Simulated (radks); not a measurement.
Question: All-electron atom: neutral ytterbium in [Xe] 4f14 6s2. All-electron calculation, scalar-relativistic Kohn-Sham, HCTH/407, spin-unpolarised, spherical densities, finite nucleus; Fermi nuclear charge, rms radius 5.3108 fm. Program: a radial shooting solver on a logarithmic mesh with Libxc functionals. Some entries of the table are withheld. Estimate them.

| orbital | occ. | eigenvalue (hartree) | r(max) (bohr) | <r> (bohr) |
|---|---|---|---|---|
| 1s | 2 | -2249.458 | 0.01238 | 0.01967 |
| 2s | 2 | -381.4838 | 0.07060 | 0.08335 |
| 2p | 6 | (1) | 0.05755 | 0.07414 |
| 3s | 2 | -86.03438 | (2) | 0.2167 |
| 3p | 6 | -72.44113 | 0.1965 | 0.2161 |
| 3d | 10 | -55.87529 | 0.1601 | 0.1959 |
| 4s | 2 | -16.93739 | 0.4550 | 0.4877 |
| 4p | 6 | -12.47035 | (3) | 0.5179 |
| 4d | 10 | -6.58320 | 0.4904 | 0.5592 |
| 5s | 2 | -2.03434 | 1.070 | 1.206 |
| 5p | 6 | -1.02154 | 1.231 | 1.444 |
| 6s | 2 | (4) | 3.304 | 4.006 |
| 4f | 14 | -0.14009 | 0.4820 | 0.7800 |

Answer: 
(1) 2p eigenvalue (hartree): -336.4324
(2) 3s r(max) (bohr): 0.1994
(3) 4p r(max) (bohr): 0.4760
(4) 6s eigenvalue (hartree): -0.14311
